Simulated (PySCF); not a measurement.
H2VN, singlet: computed properties

Method: PBE0/[V def2-TZVP, N def2-TZVP, H def2-TZVP], no relativity, density fitting, PySCF.

The structure is a minimum.

```
Point group                                                                   : Cs
Bond lengths                                                                  : V–H 1.646 Å (×2), V–N 1.507 Å
Bond angles                                                                   : H–V–H 113.7°, H–V–N 100.4° (×2)
Rotational constants                                                          : 3.246, 0.6217, 0.57 cm⁻¹
Lowest empty level                                                            : -3.11 eV
Zero-point energy                                                             : 39.5 kJ/mol
Dipole moment                                                                 : 4.38 D
Atomisation energy without zero-point energy                                  : 925 kJ/mol
Rotational symmetry number                                                    : 1
Highest occupied level                                                        : -8.24 eV
Heat capacity Cp at 298.15 K                                                  : 47.7 J/(mol K)
Principal quadrupole moments (Buckingham, traceless) about the centre of mass : -3.14, -2.95, 6.09 D Å
Entropy at 298.15 K and 1 bar                                                 : 250.9 J/(mol K)
Enthalpy at 298.15 K above 0 K                                                : 11.34 kJ/mol
Principal polarisabilities                                                    : 25.6, 44.5, 46.9 bohr³
```

Harmonic modes (masses in u: V 50.944, N 14.003, H 1.008):
```tsv
symmetry	ω (cm⁻¹)	IR (km/mol)
a'	483	121
a''	616	41.4
a'	646	89.7
a'	1229	145
a''	1802	330
a'	1827	122
```

Charges (e):
```json
{"atom": "V1", "Mulliken": "0.71", "Löwdin": "0.33", "polar tensor": "1.22", "Mayer order to V1": "–"}
{"atom": "N2", "Mulliken": "-0.45", "Löwdin": "-0.18", "polar tensor": "-0.58", "Mayer order to V1": "3.07"}
{"atom": "H3,4", "Mulliken": "-0.13", "Löwdin": "-0.08", "polar tensor": "-0.32", "Mayer order to V1": "0.90"}
```

Mulliken populations on V1: s 6.36, p 12.36, d 3.55, f 0.01.

Only a few start shapes were tried, so a lower isomer may exist.

The final relaxation and frequency run took roughly 2 core-minutes on a shared host.
